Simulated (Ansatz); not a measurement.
Calculated with Ansatz (gas phase, PBE0-D4/def2-TZVP geometries, no zero-point term in ΔE). CCSD(T)/CBS is the MP2 limit (def2-TZVPP, def2-QZVPP) plus CCSD(T) − MP2 in def2-TZVPP, frozen cores. This one scheme is used for every species. Functionals use def2-TZVPP. def2 core potentials past Kr. For Sn outer-core shells are correlated without core-valence functions, which leaves a few kJ/mol of doubt a bond. Each species was taken in one conformer, which may not be the lowest.

`O[CH2][SnH3]` + `C=C` → `C=[CH][SnH3]` + CH₃OH  (formal exchange of groups at the Sn–C bond)

| level | ΔE (kcal/mol) |
| --- | --- |
| r2SCANh | -3.3 |
| MP2/CBS(def2) | -4.6 |

(1) What does CCSD(T)/CBS give? (Best estimate.)

Largest T1 diagnostic among the species: 0.013.

## Answers

(1) Ansatz gave: -4.0 kcal/mol. The listed levels differ from it by 0.7, -0.6 kcal/mol.

Leaving LDA and LC-ωPBE aside and taking each functional with its dispersion term where it has one, the values, not all of them listed here, spread over 2.1 kcal/mol, from PBE-QIDH to BLYP-D4. From BLYP to BHLYP (50 % exact exchange), in def2-TZVPP and without D4, ΔE moves by −1.8 kcal/mol.
